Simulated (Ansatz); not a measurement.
The same path of BrH + ClGeH3O3 (10 atoms, charge 0, multiplicity 1) was run twice with different band settings. Lost on the way: Ge1–Cl2, Br9–H10. Made: Ge1–Br9, Cl2–H10.

All numbers below come from Ansatz 0.2.0, RKS PBE/def2-SVP.

Relaxed end points:

```xyz
10
Properties=species:S:1:pos:R:3
Ge -0.351 -0.217 -0.120
Cl -0.572 0.240 2.038
O 1.357 -0.381 -0.519
H 1.888 0.357 -0.140
O -1.098 1.086 -1.054
H -2.051 1.155 -0.851
O -1.208 -1.728 -0.464
H -0.789 -2.478 0.001
Br 2.587 2.121 1.512
H 1.365 1.545 2.051
```

```xyz
10
Properties=species:S:1:pos:R:3
Ge 0.337 0.339 -0.382
Cl -0.865 -0.172 3.304
O 1.245 -0.011 -1.867
H 1.736 -0.850 -1.762
O -1.006 1.424 -0.793
H -1.427 1.111 -1.619
O -0.098 -1.235 0.309
H -0.451 -1.133 1.225
Br 1.579 1.586 1.166
H 0.078 0.641 2.874
```

Common settings: movable images 9; climbing image yes; optimiser quadratic models (default); start path through a guess of the saddle point; force threshold 0.05 eV/Å; iteration limit 60; end points relaxed.

| run | spring |
| --- | --- |
| 1 | 5.0 eV/Å² |
| 2 | 2.0 to 10.0 eV/Å², energy-weighted |

**Question.** What does each run give, and how far can it be trusted?

**Answer.** Run 1: converged after 21 iterations, highest image 1.002 eV above the first end. A vibrational analysis at the climbing image gives one clearly imaginary mode, 242i cm⁻¹: a first-order saddle point.
Run 2: converged after 19 iterations, highest image 1.002 eV above the first end. Another band between the same ends (9 images) ends at a top of the same energy, where a vibrational analysis finds 1 clearly imaginary mode.
The orbitals stay closed-shell, which can raise the energy where a bond breaks towards radicals; this wasn't checked here.
